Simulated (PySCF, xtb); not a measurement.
C3H8Be, SMILES [CH2](C)[Be][CH3].

GFN2-xTB (xtb 6.7.1) at its own geometry gives an orbital gap of 4.90 eV and a dipole moment of 0.32 D.

Coordinates come from a PBE-D3(BJ)/def2-SVP optimisation. The structure was generated by enumeration; whether it is a known compound was not checked. The values are those of a single conformer.

Problem. What does PBE/def2-TZVP (PySCF) give? (An estimate is asked for; the answer gives what the named calculation found.)

Solution. gap 5.64 eV (levels -6.24 and -0.60 eV), dipole 0.14 D.
